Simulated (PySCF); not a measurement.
Breaking a bond: CuF, singlet.

Calculation: CCSD(T) on UHF/def2-SVP, 6 core orbitals frozen (PySCF 2.14.0).

Question: Relative to R = 1.76 Å, what are the energies at R = 1.65, 2.67, 3.90, 7.03 Å?

Answer: 4.3 kcal/mol at 1.65 Å, 56.8 kcal/mol at 2.67 Å, 86.6 kcal/mol at 3.90 Å, 87.3 kcal/mol at 7.03 Å.

The unrestricted solution behind UCCSD(T) changes between 1.40 and 1.49 Å, which can leave a kink. The unrestricted determinant behind UCCSD(T) is spin-contaminated at 1.40, 2.67 to 7.03 Å (<S²> up to 1.0, against 0.00 for a pure singlet).
